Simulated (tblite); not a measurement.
A geometry optimisation, step by step.

Species: C5H9FN (doublet state).
Atom-mapped SMILES: `[CH3:1]/[C:2](=[CH:3]/[F:4])[CH2:5][CH:6][NH2:7]` (hydrogens: H8, H9, H10 on C1; H11 on C3; H12, H13 on C5; H14 on C6; H15, H16 on N7)
Bond orders are those of one Lewis drawing.

Computed with GFN2-xTB (tblite), gas phase: L-BFGS steps from a force-field or distance-geometry start until the largest atomic force falls under 0.01 eV/Å. 10 of its 98 geometries are shown.

Step 0: E = -621.5216 eV, largest atomic force 2.424 eV/Å
```
atom  x, y, z in Å  |  force x, y, z in eV/Å
C1     -1.192   -1.184    0.533   -0.619   0.150   0.220
C2     -0.989    0.130   -0.185   -0.097  -0.533   0.288
C3     -1.954    1.030   -0.265   -0.369   0.238  -0.022
F4     -1.796    2.212   -0.918    0.029  -0.197   0.095
C5      0.369    0.343   -0.791    0.720  -0.065  -0.242
C6      1.436    0.542    0.232    1.421  -1.253   0.289
N7      2.452   -0.486    0.509   -1.372   1.998  -0.053
H8     -0.534   -1.261    1.407   -0.030   0.052  -0.351
H9     -0.993   -2.021   -0.141    0.090   0.177   0.119
H10    -2.235   -1.287    0.895    0.558   0.147  -0.234
H11    -2.964    0.953    0.136    0.345  -0.056  -0.040
H12     0.610   -0.510   -1.444   -0.002   0.021   0.261
H13     0.359    1.228   -1.442   -0.203   0.057   0.087
H14     1.419    1.448    0.834    0.155  -0.615  -0.100
H15     3.299   -0.099    0.927   -0.419   0.003  -0.021
H16     2.706   -1.030   -0.298   -0.206  -0.124  -0.295
```

Step 11: E = -621.7017 eV, largest atomic force 0.147 eV/Å
```
atom  x, y, z in Å  |  force x, y, z in eV/Å
C1     -1.191   -1.177    0.534    0.013   0.083  -0.039
C2     -0.970    0.114   -0.189    0.103   0.060   0.033
C3     -1.931    1.022   -0.265    0.012  -0.039   0.014
F4     -1.776    2.198   -0.919   -0.035  -0.061   0.050
C5      0.399    0.343   -0.802   -0.105   0.019  -0.101
C6      1.474    0.566    0.194   -0.073   0.005  -0.079
N7      2.395   -0.442    0.485   -0.014   0.062   0.044
H8     -0.514   -1.247    1.385    0.001  -0.036  -0.043
H9     -0.987   -2.012   -0.136    0.009  -0.012   0.057
H10    -2.217   -1.248    0.886    0.017  -0.037   0.040
H11    -2.920    0.925    0.162    0.030   0.059  -0.018
H12     0.645   -0.528   -1.419    0.044   0.065   0.020
H13     0.314    1.222   -1.452    0.047  -0.028  -0.035
H14     1.424    1.384    0.890   -0.085  -0.058  -0.020
H15     3.221   -0.080    0.940    0.092  -0.088   0.073
H16     2.627   -1.031   -0.306   -0.056   0.007   0.003
```

Step 22: E = -621.7230 eV, largest atomic force 0.130 eV/Å
```
atom  x, y, z in Å  |  force x, y, z in eV/Å
C1     -1.151   -1.167    0.535   -0.014  -0.020   0.003
C2     -0.941    0.117   -0.206   -0.018  -0.009   0.083
C3     -1.908    1.022   -0.251   -0.026   0.012  -0.008
F4     -1.780    2.196   -0.913    0.012  -0.017   0.006
C5      0.408    0.352   -0.845   -0.045   0.014  -0.051
C6      1.472    0.612    0.158   -0.026  -0.063   0.011
N7      2.345   -0.425    0.488   -0.026  -0.056   0.064
H8     -0.460   -1.251    1.373    0.029   0.044  -0.068
H9     -0.975   -2.014   -0.128    0.017   0.004   0.003
H10    -2.169   -1.230    0.914    0.036  -0.002   0.006
H11    -2.884    0.933    0.204    0.039   0.004   0.010
H12     0.680   -0.519   -1.445    0.010  -0.045  -0.005
H13     0.318    1.210   -1.514   -0.023   0.107  -0.070
H14     1.309    1.352    0.923    0.024  -0.011  -0.021
H15     3.176   -0.139    0.985   -0.016   0.019   0.019
H16     2.551   -1.039   -0.290    0.028   0.018   0.019
```

Step 32: E = -621.7387 eV, largest atomic force 0.105 eV/Å
```
atom  x, y, z in Å  |  force x, y, z in eV/Å
C1     -1.091   -1.156    0.524   -0.014  -0.063   0.010
C2     -0.937    0.119   -0.241    0.012   0.004   0.104
C3     -1.895    1.035   -0.233   -0.010  -0.004  -0.028
F4     -1.782    2.203   -0.909   -0.022   0.024   0.000
C5      0.398    0.355   -0.904    0.002  -0.010  -0.013
C6      1.431    0.594    0.138    0.015   0.036   0.009
N7      2.264   -0.458    0.528   -0.010   0.032  -0.032
H8     -0.340   -1.217    1.311   -0.013   0.024  -0.015
H9     -0.941   -2.009   -0.135   -0.004  -0.030  -0.047
H10    -2.080   -1.230    0.968    0.008   0.011   0.027
H11    -2.845    0.961    0.276    0.013  -0.004  -0.010
H12     0.673   -0.513   -1.505    0.013  -0.043  -0.022
H13     0.316    1.222   -1.564    0.001   0.047   0.003
H14     1.232    1.326    0.902    0.031   0.029  -0.030
H15     3.062   -0.163    1.075   -0.038  -0.044   0.009
H16     2.528   -1.060   -0.243    0.018  -0.011   0.035
```

Step 43: E = -621.7494 eV, largest atomic force 0.078 eV/Å
```
atom  x, y, z in Å  |  force x, y, z in eV/Å
C1     -1.056   -1.160    0.516    0.018  -0.011  -0.008
C2     -0.928    0.123   -0.239    0.063   0.046  -0.002
C3     -1.892    1.032   -0.222    0.011  -0.012   0.020
F4     -1.799    2.201   -0.898   -0.011   0.013   0.002
C5      0.391    0.368   -0.933    0.048   0.003  -0.012
C6      1.449    0.612    0.087   -0.058  -0.007   0.037
N7      2.200   -0.471    0.549   -0.029   0.024  -0.008
H8     -0.258   -1.230    1.252    0.046  -0.037   0.024
H9     -0.953   -2.001   -0.166    0.005  -0.053  -0.027
H10    -2.011   -1.238    1.024   -0.062   0.042   0.012
H11    -2.827    0.955    0.310   -0.054  -0.006   0.008
H12     0.656   -0.501   -1.539    0.006   0.019  -0.031
H13     0.291    1.245   -1.580    0.015  -0.052  -0.004
H14     1.268    1.385    0.816    0.051   0.019  -0.001
H15     2.936   -0.223    1.196   -0.013   0.009  -0.027
H16     2.524   -1.089   -0.185   -0.034   0.001   0.018
```

Step 54: E = -621.7568 eV, largest atomic force 0.082 eV/Å
```
atom  x, y, z in Å  |  force x, y, z in eV/Å
C1     -1.015   -1.168    0.503   -0.017   0.027  -0.015
C2     -0.904    0.122   -0.247    0.030   0.014  -0.009
C3     -1.880    1.020   -0.202    0.009   0.006   0.019
F4     -1.820    2.197   -0.869    0.011  -0.016  -0.001
C5      0.400    0.385   -0.964    0.016   0.000   0.000
C6      1.450    0.633    0.061   -0.003   0.024  -0.016
N7      2.119   -0.472    0.586   -0.013  -0.011   0.010
H8     -0.183   -1.277    1.196    0.037   0.025  -0.034
H9     -0.982   -2.009   -0.190   -0.020   0.002  -0.003
H10    -1.944   -1.206    1.063   -0.053  -0.044   0.005
H11    -2.804    0.926    0.348   -0.004  -0.009   0.000
H12     0.673   -0.483   -1.569   -0.013   0.010  -0.010
H13     0.294    1.257   -1.613   -0.024  -0.024   0.018
H14     1.321    1.459    0.741   -0.015   0.016  -0.001
H15     2.831   -0.249    1.263    0.074   0.023   0.026
H16     2.438   -1.125   -0.118   -0.015  -0.043   0.012
```

Step 65: E = -621.7636 eV, largest atomic force 0.042 eV/Å
```
atom  x, y, z in Å  |  force x, y, z in eV/Å
C1     -1.016   -1.181    0.479    0.001  -0.002   0.008
C2     -0.899    0.117   -0.254    0.004  -0.009   0.039
C3     -1.876    1.011   -0.190   -0.011   0.015  -0.004
F4     -1.825    2.198   -0.840    0.012   0.008  -0.001
C5      0.407    0.388   -0.964   -0.010   0.001   0.006
C6      1.466    0.647    0.050   -0.014   0.016  -0.027
N7      2.099   -0.447    0.639   -0.015  -0.013   0.020
H8     -0.156   -1.308    1.133    0.019  -0.032   0.008
H9     -1.031   -2.012   -0.225    0.011   0.002  -0.007
H10    -1.924   -1.212    1.075   -0.010  -0.014  -0.005
H11    -2.799    0.899    0.360    0.001   0.014  -0.011
H12     0.680   -0.473   -1.579   -0.010  -0.007   0.006
H13     0.287    1.263   -1.605    0.024   0.007  -0.019
H14     1.379    1.518    0.675   -0.012   0.023   0.013
H15     2.871   -0.214    1.247   -0.002   0.026  -0.008
H16     2.327   -1.185   -0.014    0.012  -0.036  -0.018
```

Step 75: E = -621.7648 eV, largest atomic force 0.020 eV/Å
```
atom  x, y, z in Å  |  force x, y, z in eV/Å
C1     -1.014   -1.185    0.478   -0.005  -0.007   0.003
C2     -0.899    0.119   -0.244   -0.010  -0.008  -0.006
C3     -1.875    1.016   -0.185    0.000   0.000  -0.006
F4     -1.814    2.201   -0.838    0.005   0.008   0.006
C5      0.404    0.388   -0.962   -0.004  -0.005  -0.001
C6      1.466    0.648    0.047    0.000  -0.007  -0.007
N7      2.097   -0.443    0.645   -0.013   0.013   0.008
H8     -0.152   -1.323    1.129    0.007  -0.003   0.005
H9     -1.029   -2.008   -0.236    0.005  -0.001  -0.011
H10    -1.921   -1.226    1.074   -0.008   0.004  -0.002
H11    -2.803    0.909    0.357    0.012   0.004   0.006
H12     0.672   -0.479   -1.574   -0.001   0.000   0.006
H13     0.288    1.260   -1.608   -0.003  -0.011  -0.002
H14     1.379    1.523    0.669    0.000   0.014   0.007
H15     2.877   -0.200    1.238    0.008   0.000   0.007
H16     2.317   -1.192    0.001    0.005  -0.001  -0.013
```

Step 86: E = -621.7655 eV, largest atomic force 0.029 eV/Å
```
atom  x, y, z in Å  |  force x, y, z in eV/Å
C1     -1.016   -1.192    0.470   -0.004  -0.011   0.001
C2     -0.900    0.116   -0.244   -0.007  -0.004  -0.011
C3     -1.867    1.021   -0.176    0.011   0.003   0.005
F4     -1.794    2.209   -0.823   -0.004   0.007   0.004
C5      0.403    0.379   -0.965   -0.007   0.004   0.000
C6      1.458    0.654    0.047    0.012  -0.013  -0.023
N7      2.092   -0.433    0.650   -0.001   0.006   0.002
H8     -0.155   -1.333    1.121    0.005   0.002   0.019
H9     -1.026   -2.011   -0.249   -0.007  -0.008  -0.018
H10    -1.925   -1.238    1.063   -0.015   0.003   0.009
H11    -2.792    0.926    0.374    0.009  -0.008   0.001
H12     0.676   -0.496   -1.563   -0.008   0.019   0.004
H13     0.283    1.242   -1.622    0.012  -0.009  -0.007
H14     1.370    1.536    0.659   -0.001  -0.008   0.003
H15     2.874   -0.188    1.239    0.002   0.013   0.013
H16     2.312   -1.183    0.007    0.002   0.003  -0.001
```

Step 97: E = -621.7670 eV, largest atomic force 0.005 eV/Å
```
atom  x, y, z in Å  |  force x, y, z in eV/Å
C1     -1.031   -1.211    0.446    0.001  -0.002   0.000
C2     -0.897    0.106   -0.248    0.001  -0.001   0.001
C3     -1.839    1.033   -0.139    0.002   0.001  -0.001
F4     -1.751    2.235   -0.757   -0.001   0.000  -0.003
C5      0.400    0.355   -0.983    0.000   0.001   0.001
C6      1.454    0.662    0.022   -0.001  -0.002  -0.002
N7      2.085   -0.402    0.667    0.004  -0.001   0.000
H8     -0.178   -1.366    1.106    0.001  -0.002   0.002
H9     -1.040   -2.019   -0.285   -0.004  -0.003   0.000
H10    -1.946   -1.257    1.030   -0.001   0.000  -0.001
H11    -2.755    0.944    0.426    0.003   0.003   0.001
H12     0.675   -0.533   -1.558    0.000   0.002  -0.001
H13     0.279    1.200   -1.663   -0.001   0.002   0.001
H14     1.358    1.561    0.607   -0.001   0.001   0.001
H15     2.849   -0.132    1.268   -0.001   0.000  -0.001
H16     2.328   -1.167    0.050   -0.001   0.002   0.002
```

**Question.** Summarise the path.

**Answer.** The energy falls by 0.2454 eV from step 0 to step 97; nine tenths of that is first reached at step 38. It falls at every step. The largest force goes from 2.424 to 0.005 eV/Å. Among the bonds C6–N7 changes most, from 1.472 to 1.395 Å; the atoms move by 0.316 Å rms after alignment.

**Question.** Follow the three bonds and two angles with the largest change from start to end.

**Answer.** 
```tsv
step	E above end (eV)	largest force (eV/Å)	C6–N7 (Å)	C1–H10 (Å)	C1–C2 (Å)	C2–C5–C6 (°)	N7–C6–H14 (°)
0	0.2454	2.424	1.472	1.109	1.511	112.9	119.2
4	0.0933	0.288	1.394	1.085	1.499	113.3	118.3
8	0.0740	0.139	1.396	1.087	1.495	113.5	116.5
13	0.0593	0.145	1.396	1.088	1.495	113.7	115.7
17	0.0500	0.099	1.398	1.087	1.496	112.7	115.3
21	0.0453	0.096	1.396	1.089	1.498	112.6	115.9
25	0.0378	0.145	1.396	1.084	1.493	110.7	116.1
30	0.0303	0.089	1.396	1.088	1.497	109.4	115.6
34	0.0266	0.066	1.397	1.085	1.494	109.1	114.8
38	0.0236	0.093	1.396	1.089	1.498	109.2	114.5
42	0.0186	0.068	1.397	1.086	1.495	109.6	115.0
46	0.0147	0.065	1.396	1.087	1.495	108.7	115.1
51	0.0122	0.055	1.396	1.086	1.495	108.3	115.4
55	0.0094	0.080	1.393	1.086	1.497	108.3	115.4
59	0.0063	0.067	1.396	1.088	1.496	108.7	115.7
63	0.0042	0.056	1.394	1.087	1.495	108.7	115.4
67	0.0029	0.037	1.396	1.086	1.495	108.9	115.2
72	0.0023	0.013	1.396	1.087	1.495	109.0	115.0
76	0.0021	0.017	1.396	1.086	1.495	108.8	115.1
80	0.0018	0.019	1.396	1.087	1.495	108.9	115.1
84	0.0017	0.020	1.396	1.087	1.495	108.8	115.3
89	0.0011	0.037	1.396	1.086	1.494	108.5	115.3
93	0.0003	0.033	1.396	1.087	1.495	108.5	115.4
97	0.0000	0.005	1.395	1.087	1.495	108.3	115.2
```

What follows is the cost of the whole relaxation. On Arm Neoverse V2, one thread, shared host, this took 0.41 s.
